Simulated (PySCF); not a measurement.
**Computed properties of InFBr2, SMILES [F][In]([Br])[Br]**

InFBr₂, SMILES [F][In]([Br])[Br]. Coordinates come from a B3LYP-D3(BJ)/def2-SVP optimisation. The structure was generated by enumeration; whether it is a known compound was not checked. The def2 effective core potentials stand for the cores of In; spin–orbit coupling is left out. One conformer was computed; it need not be the lowest. All values are computed for the isolated molecule unless a solvent is named; none is compared with measurement here.

**Structure.** The optimised structure has C2v symmetry. All 6 harmonic modes at B3LYP-D3(BJ)/def2-SVP (PySCF) are real, so it is a minimum. With heavy atoms numbered as in [In:1]([F:2])([Br:3])[Br:4], the shortest bond between them is In1–F2 at 1.954 Å and the longest In1–Br4 at 2.469 Å.

**Vibrations.** The strongest infrared lines (harmonic, unscaled, degenerate partners summed) lie at 615 cm⁻¹ (58 km/mol, F 86 %, In 14 %), 288 cm⁻¹ (51 km/mol, In 52 %, Br 48 %), 117 cm⁻¹ (21 km/mol, F 82 %, Br 13 %). The softest mode is at 61 cm⁻¹ and the zero-point energy is 2.0 kcal/mol.

**Electronic structure.** PBE0/def2-TZVP (PySCF) places the frontier levels at -8.96 and -3.34 eV, a gap of 5.62 eV, and gives a dipole moment of 1.29 D and a mean polarisability of 74.4 bohr³. PBE/def2-TZVP (PySCF) at the same geometry gives -7.66 and -4.16 eV, so its gap is 2.12 eV narrower. An orbital gap is neither the optical nor the fundamental gap.

**Excitations.** TDA-B3LYP/def2-SVPD (PySCF) has S1 at 4.01 eV (310 nm, f = 0.012, weak); the most intense of the 10 singlets computed lies at 5.39 eV (f = 0.07). T1 (TDA) is at 3.64 eV, 0.37 eV under S1. TDA-PBE/def2-SVPD (PySCF) puts S1 at 3.62 eV. No vertical singlet excitation falls in the visible range (under 3.1 eV).
